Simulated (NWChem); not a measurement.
Molecule: C2H3ClF2; SMILES FC(F)CCl

```xyz
8

F     -1.3102    -1.0299     0.0745
C     -0.0152    -0.8625    -0.3083
F      0.6782    -1.9987     0.0159
C      0.6192     0.2981     0.4420
Cl    -0.1317     1.8559    -0.0152
H      0.0144    -0.7244    -1.4139
H      0.4871     0.1382     1.5298
H      1.6992     0.3429     0.2057
```
Atoms are numbered in this order, from 1.

Program: NWChem. Pople sets run with spherical d functions. All runs use the structure optimised with PBE-D3(BJ)/def2-SVP. COSMO at B3LYP/6-31G*, default radii, gas-phase geometry; f = (ε − 1)/ε scales the surface charges.

```csv
row,f,electrostatic solvation energy (kcal/mol)
ε = 1.5,0.3333,-1.22
ε = 2.4,0.5833,-2.21
ε = 4.8,0.7917,withheld
ε = 20.7,0.9517,-3.79
ε = 78.4,0.9872,-3.95
```

Question: Fit a straight line of the last column on the one before it, predict the withheld value, and compare with the run.

Answer: 
1. Means of the 4 shown rows: x = 0.71388, y = -2.792. Slope Σ(x − x̄)(y − ȳ)/Σ(x − x̄)² = -1.228/0.2932 = -4.189; intercept 0.198.
2. The shown rows scatter about the line by 0.022 (root mean square); the largest residual is +0.04, at ε = 2.4.
3. At x = 0.7917 (ε = 4.8; inside the shown range) the line gives -3.12.
4. The run gives -3.08, +0.04 from the line, 1.8 times the scatter.
